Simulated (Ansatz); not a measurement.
This geometry of AlCl2H4N (8 atoms, charge 0, multiplicity 1) is a first-order saddle point.

Method: RKS B3LYP-D4/6-31G* (Ansatz 0.2.0).

```xyz
8
Properties=species:S:1:pos:R:3
Al 0.058 -0.419 -0.067
H -0.159 0.076 1.646
Cl 1.932 0.278 -0.732
Cl -1.714 0.021 -1.119
N 0.084 -2.074 0.823
H -0.697 -2.724 0.781
H 0.954 -2.586 0.954
H -0.091 -0.919 1.667
```

Which two structures does it join? (They come from a converged band through this point; their orientation in space is the band's.)

Bonds broken: Al1–H2, N5–H8. Bonds formed: H2–H8. AlCl2H4N becomes AlCl2H2N + H2.

Initial state:

```xyz
8
Properties=species:S:1:pos:R:3
Al 0.019 -0.052 0.200
H -0.137 0.859 1.478
Cl 1.922 -0.046 -0.796
Cl -1.682 -0.236 -1.099
N 0.056 -1.962 0.949
H -0.660 -2.532 0.495
H 0.964 -2.394 0.770
H -0.114 -1.984 1.956
```

Final state:

```xyz
8
Properties=species:S:1:pos:R:3
Al 0.129 -0.811 -0.507
H -0.262 0.539 2.544
Cl 1.917 0.244 -0.816
Cl -1.685 -0.011 -1.196
N 0.153 -2.366 0.316
H -0.668 -2.930 0.493
H 0.991 -2.815 0.662
H -0.207 -0.197 2.456
```

How far does it lie above each of them?

1.73 eV above the first and 0.84 eV above the second. This is the barrier of this one path; another mechanism may lie lower. The orbitals stay closed-shell, which can raise the energy where a bond breaks towards radicals; this wasn't checked here.

Run time: 3 min on 1 thread of AMD EPYC 9R45 96-Core Processor (Zen 5) (shared host), peak memory 0.2 GiB.
